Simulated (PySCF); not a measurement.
PySCF input for Be(Me)(Et) (C3H8Be), SMILES [CH3][Be][CH2]C, PBE/pcSseg-1. Geometry optimised at PBE-D3(BJ)/def2-SVP. The structure was generated by enumeration; whether it is a known compound was not checked. The values are those of a single conformer.

```python
import numpy as np
from pyscf import gto, scf, dft
from pyscf.prop.nmr import rks as nmr

mol = gto.M(
    atom='''
    Be   -0.30602539    0.26861448    0.66440187
    C    -0.98756656    1.54507597    1.52161704
    H    -1.46262724    1.21555515    2.47266532
    H    -1.77991694    2.06866347    0.94110954
    H    -0.23762331    2.31972036    1.79779691
    C     0.37801654   -1.01931699   -0.19049791
    C     0.78901084   -0.75491618   -1.65455644
    H    -0.33498032   -1.87851592   -0.15537335
    H     1.26411397   -1.38589357    0.38248224
    H     1.54403214    0.05562194   -1.73359516
    H    -0.07559369   -0.44424276   -2.27841990
    H     1.22993194   -1.65042346   -2.14364936
    ''',
    basis='pcSseg-1',
    charge=0,
    spin=0,
    max_memory=1600,
    verbose=3,
)
mf = dft.RKS(mol, xc='pbe')
mf.grids.level = 3
mf.conv_tol = 1e-10
mf.max_cycle = 100
mf.kernel()
n = nmr.NMR(mf)
n.verbose = 2
n.max_cycle_cphf = 60
sigma = n.kernel()
print('atom   isotropic/ppm   span/ppm')
for i, s in enumerate(sigma):
    w = np.linalg.eigvalsh((s + s.T) / 2)
    print(f'{mol.atom_symbol(i):2s}{i + 1:3d} {w.mean():14.3f} {w[2] - w[0]:11.3f}')
```

Output:

```
converged SCF energy = -133.644672670827
atom   isotropic/ppm   span/ppm
Be  1         73.276     126.428
C   2        192.157       8.420
H   3         31.584       9.866
H   4         31.548       9.615
H   5         31.554       9.739
C   6        175.313      19.609
C   7        168.889      18.037
H   8         30.896       9.160
H   9         30.899       9.140
H  10         29.986       9.631
H  11         29.987       9.656
H  12         29.739      11.381
```

Self-consistency was reached.

Cost: around 13 core-seconds (rough).
